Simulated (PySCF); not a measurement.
Ar (argon, neutral): r2SCAN calculation

Configuration: [Ne] 3s1 3p6 4s1, high-spin 3S determinant (an excited configuration). Calculation: PySCF 2.14, in aug-cc-pV(Q+d)Z with one added diffuse shell each of s, p, d, f, g type (8s7p6d4f3g, 114 functions); the non-relativistic Hamiltonian (point nucleus).

```json
{
  "Total energy": "-526.5225 hartree",
  "One-electron energy": "-722.1322 hartree",
  "Hartree (Coulomb) energy": "226.0774 hartree",
  "Exchange-correlation energy": "-30.4678 hartree",
  "Kinetic energy": "525.36478 hartree",
  "⟨S²⟩": "2.0028",
  "⟨L²⟩": "0.000",
  "Sum of ⟨r⟩": "19.11 bohr",
  "Sum of ⟨r²⟩": "51.05 bohr²",
  "Density at the nucleus (Gaussians lack the cusp)": "3790 bohr⁻³",
  "Spin density at the nucleus": "16.3 bohr⁻³",
  "Langevin diamagnetic susceptibility": "-40.4 ×10⁻⁶ cm³/mol"
}
```

| shell | electrons | mean orbital energy (eV) | rms radius, mean of both spins (bohr) |
| --- | --- | --- | --- |
| 1s α | 1 | -3132.7 | 0.0999 |
| 1s β | 1 | -3132.4 | 0.0999 |
| 2s α | 1 | -310.01 | 0.451 |
| 2s β | 1 | -309.78 | 0.451 |
| 2p α | 3 | -242.97 | 0.420 |
| 2p β | 3 | -242.65 | 0.420 |
| 3s α | 1 | -33.274 | 1.47 |
| 3p α | 3 | -18.092 | 1.70 |
| 3p β | 3 | -16.476 | 1.70 |
| 4s α | 1 | -2.534 | 5.49 |

The outer electron is Rydberg-like, and this basis confines it to a smaller radius and binds it less than a complete one would.
